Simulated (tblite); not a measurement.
C₇H₇FSi.
Numbering: `[CH:1]#[C:2][Si@H:3]1[CH2:4]/[C:5](=[CH:6]/[F:7])[C:8]1=[CH2:9]` (hydrogens: H10 on C1; H11 on Si3; H12, H13 on C4; H14 on C6; H15, H16 on C9)

Calculated harmonic vibrations of the isolated species, GFN2-xTB (tblite), most abundant isotopes, no scaling. This tight-binding method is rough: wavenumbers can miss measured ones by several per cent, in bad cases by 10 to 20. Modes of hydrogen on silicon can be 10 to 20 % off.

Harmonic wavenumbers (cm⁻¹): 30.7, 71.0, 110.2, 170.6, 225.5, 249.3, 266.3, 278.3, 318.9, 390.5, 454.0, 542.0, 557.4, 603.2, 652.3, 657.3, 681.0, 683.1, 695.1, 738.7, 790.3, 795.5, 835.2, 903.1, 1064.1, 1068.7, 1107.1, 1159.2, 1172.4, 1273.8, 1411.8, 1453.8, 1673.7, 1711.5, 2204.7, 2252.4, 2986.3, 3003.1, 3064.3, 3082.1, 3107.4, 3354.7.

A = 2862, B = 772.7, C = 701.9 MHz; mass 138.030 u (most abundant isotopes); point group C1, symmetry number 1.

**Question.** Zero-point energy?

**Answer.** ½Σν̃ = 23925 cm⁻¹ = 286.21 kJ/mol.

**Question.** What is S at 350 K and 1 bar for an ideal gas of classical rigid rotors and harmonic oscillators?

**Answer.** Translation 173.64, rotation 126.33, vibration 149.01: S = 449.0 J/(mol K).

**Question.** And Cp and H(350 K) − H(0)?

**Answer.** Cp = 186.13 J/(mol K), of which vibrations give 152.87 (their classical limit is 42 R = 349.2); H(350 K) − H(0) = 38.97 kJ/mol without the zero-point energy, 27.33 from vibrations.

**Question.** How do the functions run with temperature in this model?

**Answer.** 
```
T (K)  S (J/(mol K))  Cp (J/(mol K))  H − H(0) (kJ/mol)  G − H(0) (kJ/mol)  ln q(vib)
  100          295.0            77.2               5.40             -24.10       1.92
  200          362.9           124.2              15.47             -57.12       4.51
  300          421.7           167.6              30.12             -96.40       7.19
  500          523.1           229.4              70.35            -191.22      12.49
  800          643.6           282.1             147.86            -367.02      19.79
 1000          709.1           304.3             206.62            -502.45      24.15
```

q(vib) and H(0) count from the zero-point level.

**Question.** What must be added to the electronic energy to get the Gibbs energy at 350 K and 1 bar?

**Answer.** ZPE + [H(350 K) − H(0)] − T·S = 286.21 + 38.97 − 157.14 = 168.04 kJ/mol.

Hindered rotation and anharmonicity are outside this model. The structure is chiral; the term R ln 2 for an equal mix with its mirror image is left out.
